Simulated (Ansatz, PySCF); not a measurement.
Molecule: sum formula BHBr₂, charge 0, multiplicity 1. SMILES: B(Br)Br
Geometry: optimised at B3LYP-D3(BJ)/def2-TZVP (Ansatz, an electronic-structure program).

Property: vertical ionisation energy (to the doublet state of charge +1; each state is the SCF solution reached for its spin), in eV. Correlated levels leave the core frozen unless marked. UHF or UKS for open shells. Spin-orbit coupling is left out. Frozen are the shells of the preceding noble gas and the d and f shells that filled before the atom's block. No relativistic terms. CBS marks a two-point X^-3 extrapolation of the correlation energy; Hartree-Fock from the larger set. The bracket is a focal-point correction in the basis named.

| level | program | vertical ionisation energy (eV) |
|---|---|---|
| r2SCAN/def2-TZVPD | Ansatz | 10.66 |
| B3LYP/def2-TZVPD | Ansatz | … |
| M06-2X/def2-TZVPD | PySCF | 11.03 |
| wB97X-V/def2-TZVPD | Ansatz | … |
| CCSD/aug-cc-pVDZ | Ansatz | … |
| CCSD/aug-cc-pVTZ | Ansatz | 10.98 |
| RI-MP2/CBS(aug-cc-pVTZ,aug-cc-pVQZ)+[CCSD(T)-MP2]/aug-cc-pVTZ | Ansatz | 11.16 |

Q: Complete the blanks.

A: 
- B3LYP/def2-TZVPD, vertical ionisation energy (eV): 10.71
- wB97X-V/def2-TZVPD, vertical ionisation energy (eV): 11.07
- CCSD/aug-cc-pVDZ, vertical ionisation energy (eV): 10.88
